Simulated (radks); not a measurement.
The numbers below are computed, except where a source is named.
Species: S8+. Configuration: [He] 2s2 2p4. Level of theory: scalar-relativistic Kohn-Sham, PBE, spin-polarised, spherical densities, finite nucleus; open shells are filled with parallel spins first; Fermi nuclear charge, rms radius 3.2611 fm (a radial shooting solver on a logarithmic mesh with Libxc functionals).

Unscreened Slater integrals over Kohn-Sham orbitals (hartree). They are taken over the spin-up orbitals. Empty in this configuration: 3s.

integral      value
F0(2p,2p)    2.2658
F2(2p,2p)    1.0665
F0(2p,2s)    2.1114
G1(2p,2s)    1.2364
F0(2p,1s)    3.1208
G1(2p,1s)   0.49260
F0(2p,3s)   0.99881
G1(2p,3s)  0.099278
F0(2s,2s)    2.0101
F0(2s,1s)    2.8249
G0(2s,1s)   0.25122
F0(2s,3s)   0.98245
G0(2s,3s)  0.078497
F0(1s,1s)    9.7238
F0(1s,3s)    1.1300
G0(1s,3s)  0.048256
F0(3s,3s)   0.76214

Derived for the open shells (J is the average intra-shell exchange parameter used in DFT+U). 2p: J = F2/5 = 0.2133 hartree; in LS coupling 1D lies 6 F2/25 = 0.2560 hartree above 3P.
